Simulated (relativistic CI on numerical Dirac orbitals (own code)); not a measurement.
## Tm LII: q coefficients and field-shift factors

Computed by Dirac-Coulomb-Breit CI, KLI orbitals optimised for each configuration, derivatives by finite differences, unscaled Slater integrals, QED left out (own radial code, finite nucleus).

CI space (outside the closed core [Ne]): 3s²3p⁶, 3s²3p⁵3d, 3s3p⁶3d, 3p⁶3d², 3p⁵3d³. Double excitations out of closed p, d and f shells are left out; levels of such configurations are missing from the list, as are those of other unlisted configurations, and high levels can miss mixing partners.

With x = (α/α₀)² − 1 an excitation energy changes as ω = ω₀ + qx; K = 2q/ω₀ is the relative enhancement. Terms are leading LS components, so labels can repeat. The field-shift factor is F = δν/δ⟨r²⟩ for the transition from the lowest level.

Lowest level 3s²3p⁶ ¹S0.

| Level | ω₀ (cm⁻¹) | q (cm⁻¹) | K | F (GHz/fm²) |
| --- | --- | --- | --- | --- |
| 3s²3p⁵3d ³P°0 | 1749269 | 89560 | 0.102 | 12.9 |
| 3s²3p⁵3d ³P°1 | 1829231 | 109400 | 0.12 | 13.4 |
| 3s²3p⁵3d ³F°3 | 1866538 | 85230 | 0.0913 | 13.1 |
| 3s²3p⁵3d ³D°2 | 1896753 | 91520 | 0.0965 | 13.2 |
| 3s²3p⁵3d ³F°4 | 2264704 | 542300 | 0.479 | 21.7 |
| 3s²3p⁵3d ¹D°2 | 2304351 | 549700 | 0.477 | 21.3 |
| 3s²3p⁵3d ³D°3 | 2390340 | 547400 | 0.458 | 22.2 |
| 3s²3p⁵3d ¹P°1 | 2607367 | 586900 | 0.45 | 15.7 |
| 3s²3p⁵3d ³F°2 | 3822760 | 2.426e+06 | 1.27 | -214 |
| 3s²3p⁵3d ¹P°1 | 4116573 | 2.409e+06 | 1.17 | -209 |
| 3s²3p⁵3d ³P°2 | 4284894 | 2.89e+06 | 1.35 | -206 |
| 3s²3p⁵3d ³F°3 | 4322414 | 2.893e+06 | 1.34 | -206 |
| 3s3p⁶3d ³D1 | 5446703 | 2.714e+06 | 0.997 | -4550 |
| 3s3p⁶3d ³D2 | 5494103 | 2.727e+06 | 0.993 | -4560 |
| 3s3p⁶3d ³D3 | 5898580 | 3.172e+06 | 1.08 | -4540 |
| 3s3p⁶3d ¹D2 | 6003829 | 3.18e+06 | 1.06 | -4570 |
| 3p⁶3d² ³F2 | 11015561 | 5.436e+06 | 0.987 | -9100 |
| 3p⁶3d² ³P0 | 11194356 | 5.457e+06 | 0.975 | -9100 |
| 3p⁶3d² ³F3 | 11438674 | 5.892e+06 | 1.03 | -9100 |
| 3p⁶3d² ³P2 | 11523313 | 5.89e+06 | 1.02 | -9090 |
| 3p⁶3d² ¹G4 | 11543301 | 5.899e+06 | 1.02 | -9100 |
| 3p⁶3d² ³P1 | 11558754 | 5.9e+06 | 1.02 | -9100 |
| 3p⁶3d² ³F4 | 11928693 | 6.339e+06 | 1.06 | -9090 |

At this charge energies of transitions that change n are usually good to better than 1 %, and those within a shell (Δn = 0) to a few per cent.
